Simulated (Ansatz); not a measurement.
`C[SiH2][Al]([CH3])[OH]` + `[CH3][SnH3]` → `C[SiH2][SnH2][CH3]` + `[CH3][AlH][OH]`  (formal exchange of groups at the Si–Al bond)

Gas-phase electronic energies from Ansatz, PBE0-D4/def2-TZVP geometries. CCSD(T)/CBS adds triple-zeta CCSD(T) − MP2 to the extrapolated MP2 energy (def2 sets, frozen cores). DFT in def2-TZVPP. B3LYP here is the variant with VWN-RPA as its local correlation; programs differ in this. Elements past krypton have def2 core potentials. For Sn outer-core shells are correlated without core-valence functions, which leaves a few kJ/mol of doubt a bond. One conformer a species, not always the lowest.

```tsv
level	ΔE (kcal/mol)
B3LYP-D4	-6.2
ωB97X-V	-5.5
B2PLYP	-6.1
PBE	-4.3
B3LYP	-5.5
CCSD/def2-TZVPP	-5.5
HF/CBS(def2)	-6.0
CCSD/CBS(def2)	-7.1
```

What does CCSD(T)/CBS give? (An estimate is asked.)

Computed: -7.0 kcal/mol. The listed levels differ from it by 0.8, 1.5, 0.9, 2.7, 1.5, 1.5, 1.0, -0.1 kcal/mol.

Largest T1 diagnostic among the species: 0.012.
